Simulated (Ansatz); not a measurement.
Molecular dynamics of CH4BClO

The input (input.yaml):

```yaml
crystal:
  periodic: [false, false, false]
  atoms:
    - { symbol: B, position_ang: [0.01588, -0.072278, 0.011669] }
    - { symbol: O, position_ang: [-0.029145, 0.100694, 1.348404] }
    - { symbol: H, position_ang: [-0.925141, 0.023381, 1.704092] }
    - { symbol: C, position_ang: [1.362062, 0.006224, -0.774803] }
    - { symbol: H, position_ang: [1.56631, -0.943561, -1.283683] }
    - { symbol: H, position_ang: [1.309651, 0.768213, -1.561288] }
    - { symbol: H, position_ang: [2.203032, 0.237572, -0.11519] }
    - { symbol: Cl, position_ang: [-1.517848, -0.401745, -0.8579] }
basis:
  gaussian: { orbitals: "6-31G*" }
hamiltonian:
  xc: pbe0
md:
  timestep: 0.5
  n_steps: 150
  ensemble: nvt_langevin
  temperature: 500.0
  initial_velocities: maxwell_boltzmann
  seed: 725779
  friction: 0.005
```

Run as:

```bash
$ ansatz run input.yaml --threads 1 --pin off --max-ram 2048MiB --backend cpu --events-out ev --progress --plain --runs-dir out
```

It starts from a relaxed structure.

Output, in part (one step line in 6, the closing report, with atoms numbered from 0):

```
md step     0: t =     0.00 fs  T =   437.5 K  F+E_penalty+E_count = -16342.04094157 eV  E_kin = 0.452410 eV  (25 SCF iters)
md step     6: t =     3.00 fs  T =   220.7 K  F+E_penalty+E_count = -16341.85687764 eV  E_kin = 0.228222 eV  (23 SCF iters)
md step    12: t =     6.00 fs  T =   265.0 K  F+E_penalty+E_count = -16341.89102813 eV  E_kin = 0.274080 eV  (30 SCF iters)
md step    18: t =     9.00 fs  T =   230.2 K  F+E_penalty+E_count = -16341.84159356 eV  E_kin = 0.238001 eV  (26 SCF iters)
md step    24: t =    12.00 fs  T =   250.9 K  F+E_penalty+E_count = -16341.86863514 eV  E_kin = 0.259427 eV  (30 SCF iters)
md step    30: t =    15.00 fs  T =   211.0 K  F+E_penalty+E_count = -16341.81094359 eV  E_kin = 0.218187 eV  (30 SCF iters)
md step    36: t =    18.00 fs  T =   246.0 K  F+E_penalty+E_count = -16341.80170560 eV  E_kin = 0.254428 eV  (30 SCF iters)
md step    42: t =    21.00 fs  T =   369.2 K  F+E_penalty+E_count = -16341.91899454 eV  E_kin = 0.381740 eV  (30 SCF iters)
md step    48: t =    24.00 fs  T =   279.2 K  F+E_penalty+E_count = -16341.80010144 eV  E_kin = 0.288745 eV  (30 SCF iters)
md step    54: t =    27.00 fs  T =   360.7 K  F+E_penalty+E_count = -16341.90700049 eV  E_kin = 0.373000 eV  (30 SCF iters)
md step    60: t =    30.00 fs  T =   250.1 K  F+E_penalty+E_count = -16341.77535463 eV  E_kin = 0.258577 eV  (29 SCF iters)
md step    66: t =    33.00 fs  T =   365.7 K  F+E_penalty+E_count = -16341.86929822 eV  E_kin = 0.378186 eV  (29 SCF iters)
md step    72: t =    36.00 fs  T =   287.2 K  F+E_penalty+E_count = -16341.76837517 eV  E_kin = 0.296949 eV  (30 SCF iters)
md step    78: t =    39.00 fs  T =   251.5 K  F+E_penalty+E_count = -16341.78501045 eV  E_kin = 0.260066 eV  (29 SCF iters)
md step    84: t =    42.00 fs  T =   360.8 K  F+E_penalty+E_count = -16341.87015761 eV  E_kin = 0.373104 eV  (29 SCF iters)
md step    90: t =    45.00 fs  T =   288.5 K  F+E_penalty+E_count = -16341.76736742 eV  E_kin = 0.298364 eV  (30 SCF iters)
md step    96: t =    48.00 fs  T =   335.1 K  F+E_penalty+E_count = -16341.84717271 eV  E_kin = 0.346542 eV  (30 SCF iters)
md step   102: t =    51.00 fs  T =   331.6 K  F+E_penalty+E_count = -16341.82257998 eV  E_kin = 0.342905 eV  (29 SCF iters)
md step   108: t =    54.00 fs  T =   449.0 K  F+E_penalty+E_count = -16341.93760760 eV  E_kin = 0.464320 eV  (29 SCF iters)
md step   114: t =    57.00 fs  T =   304.6 K  F+E_penalty+E_count = -16341.84650548 eV  E_kin = 0.315024 eV  (30 SCF iters)
md step   120: t =    60.00 fs  T =   398.4 K  F+E_penalty+E_count = -16341.92063788 eV  E_kin = 0.412009 eV  (30 SCF iters)
md step   126: t =    63.00 fs  T =   329.9 K  F+E_penalty+E_count = -16341.85524050 eV  E_kin = 0.341106 eV  (30 SCF iters)
md step   132: t =    66.00 fs  T =   306.8 K  F+E_penalty+E_count = -16341.86335254 eV  E_kin = 0.317287 eV  (30 SCF iters)
md step   138: t =    69.00 fs  T =   257.1 K  F+E_penalty+E_count = -16341.80292296 eV  E_kin = 0.265852 eV  (23 SCF iters)
md step   144: t =    72.00 fs  T =   290.9 K  F+E_penalty+E_count = -16341.80351331 eV  E_kin = 0.300786 eV  (30 SCF iters)
md step   150: t =    75.00 fs  T =   382.6 K  F+E_penalty+E_count = -16341.89369299 eV  E_kin = 0.395663 eV  (26 SCF iters)
Total energy: -16341.89370919 eV, -600.5535168793 hartree
Atom 0 at     0.062677     0.117118     0.020490 Å, force     0.190412    -0.947644    -0.160120 eV/Å
Atom 1 at    -0.162354     0.653429     1.221714 Å, force    -0.641970     0.692365     0.532315 eV/Å
Atom 2 at    -1.103175     0.841980     1.368442 Å, force     0.143905    -0.164236     0.128383 eV/Å
Atom 3 at     1.545207    -0.011920    -0.414388 Å, force    -0.212603     0.515745     0.522850 eV/Å
Atom 4 at     1.825531    -0.772142    -1.092208 Å, force    -0.049330    -1.145399    -0.940621 eV/Å
Atom 5 at     1.719896     0.921301    -0.951062 Å, force     0.547599     0.397184     0.123729 eV/Å
Atom 6 at     2.188512    -0.123418     0.466449 Å, force     0.014524     0.491912    -0.085695 eV/Å
Atom 7 at    -1.319516    -0.471635    -0.949028 Å, force     0.007463     0.160073    -0.120840 eV/Å
Dipole moment:     0.005897     0.164166     0.133905 e Å
```

All steps were run. The mean temperature of the second half is 34 % below the set value. A run of 0.075 ps of so small a system gives no equilibrium averages.

The same pairs are bonded in the first frame and the last. Pairs count as bonded within 1.25 times the sum of covalent radii (0.12 Å more for H–H).

Last frame:

```xyz
8
Properties=species:S:1:pos:R:3
B 0.063 0.117 0.021
O -0.162 0.653 1.222
H -1.103 0.842 1.368
C 1.545 -0.012 -0.414
H 1.825 -0.772 -1.092
H 1.720 0.921 -0.951
H 2.188 -0.123 0.466
Cl -1.319 -0.472 -0.949
```

The run took 6.6 min on 1 thread of Arm Neoverse V1, on a shared host, peak memory 0.12 GiB.
